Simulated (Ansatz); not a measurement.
A nudged elastic band was laid between two geometries of BrGaH4 (6 atoms, charge 0, multiplicity 1).

Computed with Ansatz 0.2.0, RKS PBE0-D4/def2-SVP.

* movable images: 7
* climbing image: from the first iteration
* spring: 5.0 eV/Å²
* optimiser: lbfgs
* start path: through a guess of the saddle point
* force threshold: 0.03 eV/Å
* iteration limit: 60
* end points: relaxed

Initial state:

```xyz
6
Properties=species:S:1:pos:R:3
Ga 0.001 0.201 -0.004
H -0.006 0.741 1.477
H 1.362 0.106 -0.784
H -1.362 0.029 -0.768
Br 0.083 -2.526 0.969
H 0.079 -2.095 2.327
```

Final state:

```xyz
6
Properties=species:S:1:pos:R:3
Ga 0.022 -0.600 -0.266
H 0.009 0.295 2.056
H 1.409 0.086 -0.450
H -1.404 0.008 -0.434
Br 0.088 -2.872 0.138
H 0.032 -0.461 2.172
```

Q: What changes between the two ends?

A: Bonds broken: Ga1–H2, Br5–H6. Bonds formed: Ga1–Br5, H2–H6. BrGaH4 becomes BrGaH2 + H2.

Q: What energy profile does the band end with?

A: The run converged. The highest image is number 3 of 0 to 8, 15.3 kJ/mol above the first end and 113.0 kJ/mol above the last; the last end lies 97.6 kJ/mol below the first. Another band between the same ends (7 images) ends at a top of the same energy, where a vibrational analysis finds 1 clearly imaginary mode. The orbitals stay closed-shell, which can raise the energy where a bond breaks towards radicals; this wasn't checked here.

```
image  path coordinate (Å)  energy (kJ/mol)  Ga1–H2 (Å)  Br5–H6 (Å)  Ga1–Br5 (Å)
    0                 0.00              0.0        1.58        1.42         2.90
    1                 0.47              3.3        1.58        1.43         2.91
    2                 0.94              8.5        1.60        1.45         2.92
    3                 1.41             15.3        1.66        1.58         2.74
    4                 1.73             -7.0        1.78        1.85         2.58
    5                 2.05            -55.0        1.96        2.14         2.43
    6                 2.37            -84.5        2.16        2.46         2.35
    7                 2.69            -95.3        2.36        2.79         2.32
    8                 3.00            -97.6        2.49        3.15         2.31
```

Q: What is the geometry of the highest image?

A: 
```xyz
6
Properties=species:S:1:pos:R:3
Ga 0.007 -0.058 0.018
H 0.011 0.107 1.670
H 1.420 0.113 -0.607
H -1.420 0.048 -0.592
Br 0.088 -2.599 1.042
H 0.050 -1.154 1.684
```

The run took 5.6 min on 2 threads of Intel(R) Xeon(R) 6975P-C (Granite Rapids), on a shared host, peak memory 0.2 GiB.
